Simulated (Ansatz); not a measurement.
These are PBE-D3(BJ)/def2-SVP run with Ansatz (a quantum-chemistry and plane-wave program) values and carry that method's errors. No frequencies were computed at this level.

Ansatz 0.2 input:
```yaml
crystal:
  periodic: [false, false, false]
  atoms:
    - { symbol: Ga, position_ang: [-0.040968, 0.18626, 0.136418] }
    - { symbol: F, position_ang: [-1.051435, -0.276991, 1.450013] }
    - { symbol: F, position_ang: [-0.697084, 1.236112, -1.080211] }
    - { symbol: F, position_ang: [1.683324, 0.080995, 0.303553] }
    - { symbol: O, position_ang: [-0.141133, -1.51314, -1.070117] }
    - { symbol: H, position_ang: [0.709664, -1.939194, -1.245318] }
    - { symbol: H, position_ang: [-0.651233, -1.430186, -1.887554] }
basis:
  gaussian: { orbitals: def2-svp }
hamiltonian:
  xc: pbe
  dispersion: d3bj
relax:
  max_steps: 150
```

Output:

```
Functional definition: PBE
1058 factors; their error is unknown
mean field evaluation 1: about -62570.0047 eV, gradient 8.0e1 eV
mean field evaluation 2: about -62537.7408 eV, gradient 1.6e2 eV
mean field evaluation 4: about -62579.5933 eV, gradient 7.9e0 eV
mean field evaluation 8: about -62579.6411 eV, gradient 9.7e-2 eV
mean field evaluation 16: about -62579.6411 eV, gradient 1.9e-5 eV
mean field -62579.64110113 eV, -2299.7593924623 hartree, gradient 1.9e-5 eV, S^2 0.000000; 0 other end points of the search recorded, 0 dependent functions left out
reference -62579.64114168 eV, -2299.7593939526 hartree; 34, 34 occupied and 64, 64 virtual orbitals, 1058 factors
relax step   1: F+E_penalty+E_count = -62579.73229827 eV  Δ(F+E_penalty+E_count) = +0.000e0 eV  max|allowed force component| = 9.523e-1 eV/Å  Δτ_max = 0.0000 Å  (25 SCF iters, accepted)
these checks for a lower state are left out or cut short: starts, cluster_reference, orbital_swaps, neighbouring_geometries, increment
1058 factors; their error is unknown
mean field -62579.71136691 eV, -2299.7619746822 hartree, gradient 1.1e-5 eV, S^2 0.000000; 0 other end points of the search recorded, 0 dependent functions left out
reference -62579.71140763 eV, -2299.7619761786 hartree; 34, 34 occupied and 64, 64 virtual orbitals, 1058 factors
relax step   2: F+E_penalty+E_count = -62579.80173406 eV  Δ(F+E_penalty+E_count) = -6.944e-2 eV  max|allowed force component| = 4.062e-1 eV/Å  Δτ_max = 0.0847 Å  (29 SCF iters, accepted)
these checks for a lower state are left out or cut short: starts, cluster_reference, orbital_swaps, neighbouring_geometries, increment
1058 factors; their error is unknown
mean field -62579.74059440 eV, -2299.7630487724 hartree, gradient 2.1e-5 eV, S^2 0.000000; 0 other end points of the search recorded, 0 dependent functions left out
reference -62579.74063523 eV, -2299.7630502730 hartree; 34, 34 occupied and 64, 64 virtual orbitals, 1058 factors
relax step   3: F+E_penalty+E_count = -62579.83161138 eV  Δ(F+E_penalty+E_count) = -2.988e-2 eV  max|allowed force component| = 4.255e-1 eV/Å  Δτ_max = 0.0894 Å  (28 SCF iters, accepted)
these checks for a lower state are left out or cut short: starts, cluster_reference, orbital_swaps, neighbouring_geometries, increment
1058 factors; their error is unknown
mean field evaluation 32: about -62579.8056 eV, gradient 2.7e-2 eV
mean field -62579.74912708 eV, -2299.7633623426 hartree, gradient 6.5e-5 eV, S^2 0.000000; 0 other end points of the search recorded, 0 dependent functions left out
reference -62579.74916791 eV, -2299.7633638433 hartree; 34, 34 occupied and 64, 64 virtual orbitals, 1058 factors
relax step   4: F+E_penalty+E_count = -62579.84055667 eV  Δ(F+E_penalty+E_count) = -8.945e-3 eV  max|allowed force component| = 2.881e-1 eV/Å  Δτ_max = 0.0458 Å  (24 SCF iters, accepted)
these checks for a lower state are left out or cut short: starts, cluster_reference, orbital_swaps, neighbouring_geometries, increment
1058 factors; their error is unknown
mean field -62579.75347399 eV, -2299.7635220886 hartree, gradient 6.4e-5 eV, S^2 0.000000; 0 other end points of the search recorded, 0 dependent functions left out
reference -62579.75351482 eV, -2299.7635235893 hartree; 34, 34 occupied and 64, 64 virtual orbitals, 1058 factors
relax step   5: F+E_penalty+E_count = -62579.84551714 eV  Δ(F+E_penalty+E_count) = -4.960e-3 eV  max|allowed force component| = 1.317e-1 eV/Å  Δτ_max = 0.0573 Å  (24 SCF iters, accepted)
these checks for a lower state are left out or cut short: starts, cluster_reference, orbital_swaps, neighbouring_geometries, increment
1058 factors; their error is unknown
mean field -62579.75421865 eV, -2299.7635494546 hartree, gradient 6.1e-5 eV, S^2 0.000000; 0 other end points of the search recorded, 0 dependent functions left out
reference -62579.75425945 eV, -2299.7635509540 hartree; 34, 34 occupied and 64, 64 virtual orbitals, 1058 factors
relax step   6: F+E_penalty+E_count = -62579.84630436 eV  Δ(F+E_penalty+E_count) = -7.872e-4 eV  max|allowed force component| = 4.914e-2 eV/Å  Δτ_max = 0.0219 Å  (25 SCF iters, accepted)
these checks for a lower state are left out or cut short: starts, cluster_reference, orbital_swaps, neighbouring_geometries, increment
1058 factors; their error is unknown
mean field -62579.75453912 eV, -2299.7635612315 hartree, gradient 6.1e-5 eV, S^2 0.000000; 0 other end points of the search recorded, 0 dependent functions left out
reference -62579.75457993 eV, -2299.7635627312 hartree; 34, 34 occupied and 64, 64 virtual orbitals, 1058 factors
relax step   7: F+E_penalty+E_count = -62579.84659396 eV  Δ(F+E_penalty+E_count) = -2.896e-4 eV  max|allowed force component| = 1.141e-2 eV/Å  Δτ_max = 0.0056 Å  (26 SCF iters, accepted)
these checks for a lower state are left out or cut short: starts, cluster_reference, orbital_swaps, neighbouring_geometries, increment
1058 factors; their error is unknown
mean field -62579.75452404 eV, -2299.7635606775 hartree, gradient 1.2e-5 eV, S^2 0.000000; 0 other end points of the search recorded, 0 dependent functions left out
reference -62579.75456485 eV, -2299.7635621772 hartree; 34, 34 occupied and 64, 64 virtual orbitals, 1058 factors
relax step   8: F+E_penalty+E_count = -62579.84660311 eV  Δ(F+E_penalty+E_count) = -9.148e-6 eV  max|allowed force component| = 2.809e-3 eV/Å  Δτ_max = 0.0031 Å  (21 SCF iters, accepted)
1058 factors; their error is unknown
mean field evaluation 64: about -62579.8107 eV, gradient 7.2e-1 eV
mean field -62579.75452404 eV, -2299.7635606775 hartree, gradient 1.2e-5 eV, S^2 0.000000; 1 other end points of the search recorded, 0 dependent functions left out
reference -62579.75456485 eV, -2299.7635621772 hartree; 34, 34 occupied and 64, 64 virtual orbitals, 1058 factors
Total energy: -62579.84664391 eV, -2299.7669460203 hartree
Atom 0 at    -0.091147     0.094889     0.136284 Å, force    -0.000318     0.002641     0.002809 eV/Å
Atom 1 at    -1.042256    -0.167760     1.588647 Å, force     0.000619    -0.000482    -0.001430 eV/Å
Atom 2 at    -0.755792     1.104623    -1.160595 Å, force     0.000093    -0.000083    -0.000328 eV/Å
Atom 3 at     1.674478    -0.042060     0.223727 Å, force     0.000300     0.000138    -0.000001 eV/Å
Atom 4 at    -0.205100    -1.602591    -1.064017 Å, force    -0.000535    -0.002568    -0.001247 eV/Å
Atom 5 at     0.744134    -1.816240    -1.199466 Å, force     0.001371    -0.000556     0.000895 eV/Å
Atom 6 at    -0.513183    -1.227006    -1.917796 Å, force    -0.001530     0.000911    -0.000697 eV/Å
Dipole moment:     0.124852    -0.565092    -0.686075 e Å
```

Cost: roughly 12 core-seconds.
